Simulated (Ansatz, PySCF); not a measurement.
Gas-phase reaction (SMILES): O[Si](O)(O)O + F (HF) → O[Si](O)(O)F + O (H2O); hydrogen fluoride cleaves one Si-O bond, a model of a ligand-exchange step.

Structures are relaxed separately at B3LYP-D3(BJ)/def2-TZVP in Ansatz (a program for electronic structure), one conformer each, not searched for the lowest. Cores are frozen in the correlated levels unless marked. Spin-orbit coupling is left out. No relativistic terms. Basis-set limits of correlation are two-point, X^-3; Hartree-Fock from the larger set. The bracket is a focal-point correction in the basis named. Thermal terms are rigid-rotor harmonic-oscillator values from B3LYP-D3(BJ) frequencies (Ansatz or PySCF) at 298.15 K and 1 atm. 1 Eh = 627.5095 kcal/mol.

```json
[
 {"species": "O[Si](O)(O)O", "E, RI-MP2/CBS(aug-cc-pV(T+d)Z,aug-cc-pV(Q+d)Z)+[CCSD(T)-MP2]/aug-cc-pV(T+d)Z (Ansatz) (Eh)": "-592.40587", "E, wB97X-V/def2-TZVPD (Ansatz) (Eh)": "-593.01821", "H - E (Eh)": "0.06559"},
 {"species": "F (HF)", "E, RI-MP2/CBS(aug-cc-pV(T+d)Z,aug-cc-pV(Q+d)Z)+[CCSD(T)-MP2]/aug-cc-pV(T+d)Z (Ansatz) (Eh)": "-100.39388", "E, wB97X-V/def2-TZVPD (Ansatz) (Eh)": "-100.45520", "H - E (Eh)": "0.01259"},
 {"species": "O[Si](O)(O)F", "E, RI-MP2/CBS(aug-cc-pV(T+d)Z,aug-cc-pV(Q+d)Z)+[CCSD(T)-MP2]/aug-cc-pV(T+d)Z (Ansatz) (Eh)": "-616.43984", "E, wB97X-V/def2-TZVPD (Ansatz) (Eh)": "-617.05683", "H - E (Eh)": "0.05355"},
 {"species": "O (H2O)", "E, RI-MP2/CBS(aug-cc-pV(T+d)Z,aug-cc-pV(Q+d)Z)+[CCSD(T)-MP2]/aug-cc-pV(T+d)Z (Ansatz) (Eh)": "-76.37791", "E, wB97X-V/def2-TZVPD (Ansatz) (Eh)": "-76.43464", "H - E (Eh)": "0.02495"}
]
```

Work out ΔE and ΔH at 298.15 K at the first level, then ΔH at the second.


1. ΔE = [(-616.43984) + (-76.37791)] - [(-592.40587) + (-100.39388)] = -0.01800 Eh = -11.3 kcal/mol at RI-MP2/CBS(aug-cc-pV(T+d)Z,aug-cc-pV(Q+d)Z)+[CCSD(T)-MP2]/aug-cc-pV(T+d)Z.
2. The terms H - E add up to 0.00032 Eh, so ΔH = (-0.01800 + (0.00032))×627.5095 = -11.1 kcal/mol.
3. At wB97X-V/def2-TZVPD the same steps give ΔE = -11.3 and ΔH = -11.1 kcal/mol, a shift of +0.0 from the first level.
4. These values are not checked against measurement here, since the tables used lack a sound gas-phase enthalpy of formation for at least one species.
